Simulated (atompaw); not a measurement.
**Pseudopotential generation for As (Z = 33): PAW (atompaw), LDA (PW92), scalar-relativistic.**

atompaw 4.2.0.5 input, output lines left out:

```
As 33
LDA-PW scalarrelativistic loggrid 1500 logderivrange -3 5 201
4 4 3 0 0 0
4 1 3
0 0 0
c
c
c
v
c
c
v
c
2
1.70 1.55 1.65 0.95
y
0.65
n
y
1.65
n
y
-0.1
n
custom rrkj gramschmidtortho besselshape
bessel
1.70
1.70
1.70
1.70
1.25
```

Task: Estimate the cutoffs (Ry, on a coarse ladder) from which the occupation-weighted sum of valence levels, in a spherical-Bessel basis at the reference potential, stays within 10 and 1 mRy of its value at 400 Ry.

Result: 10 Ry and 21 Ry.

Task: What does a ghost test show?

Result: Ghost state, extra bound levels that the all-electron valence spectrum of the same l lacks: d at -24.2 eV. A true bound ghost makes a file unfit for plane-wave use.

Task: Is the overlap operator S = 1 + Σ q|β⟩⟨β| positive definite (Bessel basis up to 400 Ry)?

Result: Yes: its lowest eigenvalue is 0.41 (s channel).

Task: Which valence shell sets the plane-wave cutoff?

Result: 4s: its level needs 12 Ry to come within 1 mRy, against 8 Ry for 4p.
